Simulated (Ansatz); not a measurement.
Br⁻ beside C$_{2}$H$_{6}$: one fragment in the basis of the whole pair (the partner's atoms are ghosts).

in.yaml

```yaml
crystal:
  periodic: [false, false, false]
  atoms:
    - {symbol: Br, position_ang: [0.712152, 0.562602, -3.336367]}
basis:
  gaussian:
    orbitals: "def2-TZVPPD.json"
    ghost_atoms:
      - {symbol: C, position_ang: [-0.791329, -0.160394, 0.136252]}
      - {symbol: C, position_ang: [0.603256, 0.016361, 0.710047]}
      - {symbol: H, position_ang: [-1.494250, 0.562637, 0.563427]}
      - {symbol: H, position_ang: [-0.760922, -0.014168, -0.947804]}
      - {symbol: H, position_ang: [-1.183732, -1.162431, 0.339542]}
      - {symbol: H, position_ang: [1.297341, -0.695696, 0.257698]}
      - {symbol: H, position_ang: [0.627713, -0.120637, 1.797513]}
      - {symbol: H, position_ang: [0.989772, 1.011825, 0.479692]}
total_charge: -1
hamiltonian: {xc: {name: B3LYP}}
```

The basis file named in the input lies beside it (Basis Set Exchange, JSON).

Command:

```bash
ansatz run in.yaml --threads 4 --pin off --events-out ev --progress --plain --max-ram 9574MiB
```

The run's output (Ansatz 0.2.0):

```
Functional definition: B3LYP
  name "B3LYP"
  cite "Stephens, Devlin, Chabalowski & Frisch, J. Phys. Chem. 98, 11623 (1994) doi:10.1021/j100096a001"
  cite "Becke, Phys. Rev. A 38, 3098 (1988) doi:10.1103/PhysRevA.38.3098"
  cite "Lee, Yang & Parr, Phys. Rev. B 37, 785 (1988) doi:10.1103/PhysRevB.37.785"
  cite "Vosko, Wilk & Nusair, Can. J. Phys. 58, 1200 (1980) doi:10.1139/p80-159"
  parameter a0 = 0.2
  parameter ax = 0.72
  parameter ac = 0.81
  exchange = (1 - a0 - ax)*slater_x + ax*b88_x + a0*exact_x
  correlation = (1 - ac)*vwn_rpa_c + ac*lyp_c
1080 factors; their error is unknown
mean field evaluation 1: about -70046.6378 eV, gradient 3.7e1 eV
mean field evaluation 2: about -70046.0001 eV, gradient 4.7e1 eV
mean field evaluation 4: about -70049.2491 eV, gradient 7.8e-1 eV
mean field evaluation 8: about -70049.5106 eV, gradient 8.0e-4 eV
mean field -70049.51064147 eV, -2574.2720348104 hartree, gradient 4.2e-5 eV, S^2 0.000000; 0 other end points of the search recorded, 0 dependent functions left out
reference -70049.51089118 eV, -2574.2720439872 hartree; 18, 18 occupied and 215, 215 virtual orbitals, 1080 factors
Total energy: -70049.51089118 eV, -2574.2720439872 hartree
```

The lines “mean field evaluation” count trial sets of orbitals through the whole run, from several starts and some on an approximate energy, so they need not fall steadily or lie above the final value.

The run took about 1.3 s on 4 CPU threads of an Intel Xeon 6975P-C (shared host).
